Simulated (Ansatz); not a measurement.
CdCl₂. Total charge 0; singlet. Geometry relaxed at PBE0-D4/def2-TZVP.

Cartesian coordinates in Å:
```
Cd 0.001 0.000 0.000
Cl 0.990 -1.021 -1.762
Cl -0.991 1.021 1.761
```

In the def2 sets Cd takes a core potential; there is no spin–orbit coupling.

Q: Estimate the harmonic wavenumbers at RKS PBE0-D4/def2-TZVP (Ansatz, unscaled). Is this a minimum?

A: 88, 88, 330, 424 cm⁻¹. Yes, no mode is imaginary beyond noise. Zero-point energy 5.6 kJ/mol. It took 6 s on 4 threads of Arm Neoverse V1 on a shared host.
